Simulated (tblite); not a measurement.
CH₄N₂OSi (charge +1 and doublet state).
Cartesian coordinates in Å at the GFN2-xTB level; atoms count from 1:
```xyz
9
CH4N2OSi angstrom
N      2.3074   -1.3067    1.0384
C      1.3359   -0.7719    0.8112
Si    -0.2944    0.1925    0.4142
N     -0.7167   -0.5532   -1.0650
O      0.0295    1.7319    0.4458
H     -1.1318   -0.1507    1.5586
H     -0.9041   -1.5423   -1.1638
H     -0.8474   -0.0678   -1.9433
H      0.2351    2.4742   -0.1213
```

All values are computed: GFN2-xTB (tblite) harmonic vibrations without scaling, gas phase. Against measured fundamentals such values can be off by several per cent, at times by over 20. Modes of hydrogen on silicon can be 10 to 20 % off. One conformer, not necessarily the lowest. Open shells enter through the occupations alone, without spin polarisation, and single modes of such species can be off by tens of per cent.

Harmonic wavenumbers (cm⁻¹): 92.9, 145.4, 179.3, 212.3, 255.9, 284.8, 308.9, 472.9, 493.3, 511.8, 554.7, 566.5, 724.7, 865.2, 1087.9, 1426.2, 2232.0, 2396.8, 3408.7, 3440.7, 3584.5.

A = 6072, B = 3008, C = 2225 MHz; mass 88.009 u (most abundant isotopes); point group C1, symmetry number 1; spin multiplicity 2.

Q: Zero-point energy?

A: Half the sum of the wavenumbers: 11623 cm⁻¹ = 33.23 kcal/mol.

Q: Entropy at 298.15 K, 1 bar (ideal gas, RRHO, classical rotation)?

A: Translation 39.36, rotation 26.47, vibration 18.85, spin (R ln 2) 1.38: S = 86.1 cal/(mol K).

Q: And Cp and H(298.15 K) − H(0)?

A: Cp = 28.37 cal/(mol K), of which vibrations give 20.42 (their classical limit is 21 R = 41.7); H(298.15 K) − H(0) = 5.58 kcal/mol without the zero-point energy, 3.21 from vibrations.

Q: How do the functions run with temperature in this model?

A: 
| T (K) | S (cal/(mol K)) | Cp (cal/(mol K)) | H − H(0) (kcal/mol) | G − H(0) (kcal/mol) | ln q(vib) |
| --- | --- | --- | --- | --- | --- |
| 50 | 53.8 | 10.2 | 0.43 | -2.26 | 0.10 |
| 100 | 62.5 | 15.3 | 1.07 | -5.18 | 0.62 |
| 373.15 | 92.7 | 31.0 | 7.81 | -26.79 | 5.41 |
| 500 | 102.3 | 34.0 | 11.95 | -39.18 | 7.54 |
| 750 | 116.8 | 37.9 | 20.97 | -66.65 | 11.21 |
| 1000 | 128.1 | 40.5 | 30.79 | -97.32 | 14.31 |

q(vib) and H(0) count from the zero-point level.

Q: Which modes carry the vibrational entropy at 298.15 K?

A: 92.9 cm⁻¹: 3.60; 145.4 cm⁻¹: 2.73; 179.3 cm⁻¹: 2.34; 212.3 cm⁻¹: 2.02; 255.9 cm⁻¹: 1.69; 284.8 cm⁻¹: 1.50 cal/(mol K); the other 15 give 4.97 together.

Q: Blend soft modes into free rotors: weight 1/[1 + (100 cm⁻¹/ν̃)⁴] for the oscillator and the rest for a rotor with moment μB/(μ + B), μ = h/(8π²ν), B = 10⁻⁴⁴ kg m². What vibrational entropy results?

A: 18.44 cal/(mol K) in place of 18.85, which changes −T·S at 298.15 K by +0.12 kcal/mol.

Q: What must be added to the electronic energy to get the Gibbs energy at 298.15 K and 1 bar?

A: ZPE + [H(298.15 K) − H(0)] − T·S = 33.23 + 5.58 − 25.66 = 13.15 kcal/mol.

Hindered rotation and anharmonicity are outside this model. Other conformers, if any are populated, would add a mixing term that is left out. The structure is chiral; the term R ln 2 for an equal mix with its mirror image is left out.
